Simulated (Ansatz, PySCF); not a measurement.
Reaction 2 R1 + R2 + R3 + 2 R4 → 5 P1 + P2, each structure at its B3LYP-D3(BJ)/def2-SVP stationary point, reached from a drawn start (curvature not checked).
R1, CH4 (SMILES C) (charge 0, multiplicity 1, Z-matrix in Å and degrees):
```
C
H 1 1.0993
H 1 1.0993 2 109.47
H 1 1.0993 2 109.47 3 -120.00
H 1 1.0993 2 109.47 3 120.00
```
P1: H2 (SMILES [H][H]), charge 0, multiplicity 1.
R2: HCl (SMILES Cl), charge 0, multiplicity 1.
R3: NH3 (SMILES N), charge 0, multiplicity 1.
R4: SiH4 (SMILES [SiH4]), charge 0, multiplicity 1.
P2: C2H10ClNSi2 (SMILES C[Si](C)(Cl)N[SiH3]), charge 0, multiplicity 1.

P less R. No zero-point or thermal terms. One arrangement of each flexible species, with no search for the lowest.

Frozen-core correlation throughout.

Codes used: Ansatz (an electronic-structure program) with Gaussian orbitals; PySCF for M06-2X and the D3/D4 terms. All values are computed, each at the level named.

One of these levels gives -25.23 kcal/mol for the reaction energy. Name it.
A. PBE-D3(BJ)/def2-TZVPP
B. M06-2X/def2-TZVPP
C. CCSD/cc-pV(T+d)Z

A, PBE-D3(BJ)/def2-TZVPP. The others give -33.55 (M06-2X/def2-TZVPP), -20.19 (CCSD/cc-pV(T+d)Z)
